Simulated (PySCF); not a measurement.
C3H7BeI, SMILES [CH]([Be][I])(C)C.

Geometry optimised at B3LYP-D3(BJ)/def2-SVP. The structure was generated by enumeration; whether it is a known compound was not checked. The def2 effective core potentials stand for the cores of I; spin–orbit coupling is left out. Other conformers were not sampled.

Computed with PBE/def2-TZVP in PySCF.

Symmetry labels are those of the subgroup Cs that the program uses (full group Cs).

**Question.** List the valence orbital energies around the gap with their symmetry. (The exact figures need the calculation; the answer reports its results.)

**Answer.** 
```
orbital  symmetry  energy (eV)
-------  --------  -----------
HOMO−7         A"        -9.72
HOMO−6         A"        -9.17
HOMO−5         A'        -8.51
HOMO−4         A"        -8.14
HOMO−3         A'        -8.04
HOMO−2         A"        -6.82
HOMO−1         A'        -6.82
HOMO           A'        -6.35
LUMO           A'        -1.23
LUMO+1         A"        -1.22
LUMO+2         A'        -0.83
LUMO+3         A'         0.69
```
